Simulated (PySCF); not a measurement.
## Core-level binding energies of BeMeH

Compound: BeMeH, CH4Be.
Structure used (PBE0-D3(BJ)/def2-SVP), in Å, numbered top down from 1:
```
atom  x, y, z in Å
Be1   -0.006    0.004   -1.105
C2     0.002   -0.001    0.573
H3    -0.443    0.917    0.999
H4     1.025   -0.074    0.986
H5    -0.567   -0.850    0.992
H6    -0.011    0.005   -2.445
```

Method used: PySCF 2.14.0, delta-SCF UKS SCAN, pcX-2 on the ionised atom, pcseg-1 elsewhere, spin-free X2C. These are vertical core ionisation energies against the vacuum level, from separate self-consistent calculations with and without the core hole.

Q: Give the core binding energies atom by atom.

A: 
```
atom(s)                  environment  level  binding energy (eV)  count
    Be1  beryllium bonded to C and H  Be 1s               120.74      1
     C2  carbon bonded to Be and 3 H   C 1s               289.84      1
```

Q: Express the binding energy of Be 1s of Be1 in atomic units and per mole.

A: 120.74 eV = 4.4371 Eh = 11650 kJ/mol.

Geometry: PBE0-D3(BJ)/def2-SVP; no solvent, vibrations or thermal averaging.
